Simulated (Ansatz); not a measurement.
CH$_{4}$ClFOSi (`FC(Cl)O[SiH3]`), charge 0, multiplicity 1.

Question: Give a relaxed structure at PBE0-D4/def2-TZVP (the Gaussian-basis code of Ansatz). (An estimate is asked.)

Answer: The calculation gave: 
Cartesian coordinates in Å:
```
F 0.094 -1.717 -0.747
C 0.907 -0.993 0.068
Cl 0.571 -1.526 1.753
O 0.711 0.321 -0.099
Si -0.765 1.112 -0.188
H 1.942 -1.260 -0.141
H -1.658 0.668 0.906
H -0.408 2.539 -0.049
H -1.394 0.855 -1.504
```
This is one stationary point; other conformers may exist.
